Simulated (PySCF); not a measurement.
Cl3Si, SMILES Cl[Si](Cl)Cl, multiplicity 2.

Geometry: ωB97X-D3(BJ)/def2-SVP. The isomer is the one that the SMILES or the coordinates give; other isomers of the formula were not compared.

All values below come from TDA-PBE/def2-SVPD in PySCF.

Vertical excitations; the highest root listed may be one member of a degenerate set. The molecule is in vacuum.

| state | energy (eV) | λ (nm) | f | main pairs |
|---|---|---|---|---|
| root 1 | 3.53 | 351 | 0.000 | β HOMO→LUMO 100 % |
| root 2 | 3.90 | 318 | 0.002 | β HOMO−1→LUMO (degenerate set) |
| root 3 | 3.90 | 318 | 0.002 | β HOMO−2→LUMO (degenerate set) |
| root 4 | 4.46 | 278 | 0.009 | β HOMO−4→LUMO (degenerate set) |
| root 5 | 4.46 | 278 | 0.009 | β HOMO−3→LUMO (degenerate set) |
| root 6 | 4.81 | 258 | 0.002 | α HOMO→LUMO 83 %, β HOMO−5→LUMO 17 % |
| root 7 | 5.13 | 242 | 0.033 | α HOMO→LUMO 17 %, β HOMO−5→LUMO 80 % |
| root 8 | 5.32 | 233 | 0.077 | α HOMO→LUMO+1 (degenerate set) |
| root 9 | 5.32 | 233 | 0.077 | α HOMO→LUMO+2 (degenerate set) |
| root 10 | 6.13 | 202 | 0.004 | α HOMO→LUMO+3 99 % |
Unrestricted roots are not spin-pure.
